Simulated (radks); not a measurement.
Q: The mean radii <r> (bohr) of the occupied orbitals of an atom or ion are listed with their occupations. Calculated with a radial shooting solver on a logarithmic mesh with Libxc functionals: scalar-relativistic Kohn-Sham, PBE, spin-polarised, spherical densities, finite nucleus; Fermi nuclear charge, rms radius of each element as measured or else 0.836 A^(1/3) + 0.57 fm.

| orbital | occ. | <r> |
|---|---|---|
| 1s up | 1 | 0.03111 |
| 1s down | 1 | 0.03111 |
| 2s up | 1 | 0.1347 |
| 2s down | 1 | 0.1347 |
| 2p up | 3 | 0.1174 |
| 2p down | 3 | 0.1174 |
| 3s up | 1 | 0.3604 |
| 3s down | 1 | 0.3606 |
| 3p up | 3 | 0.3570 |
| 3p down | 3 | 0.3573 |
| 3d up | 5 | 0.3300 |
| 3d down | 4 | 0.3304 |

Name the element and its charge. Open shells, if any, are filled with parallel spins first.

A: Z = 47, silver, charge +20: Ag20+ in [Ar] 3d9. The 1s radius gives Z: for a bare nucleus <r> = (2 gamma + 1)/(2Z) with gamma = sqrt(1 - (Z/c)^2), 0.03062 bohr for Z = 47, and screening makes it slightly larger (0.03111 here). The occupations add up to 27, and the charge is Z minus that.
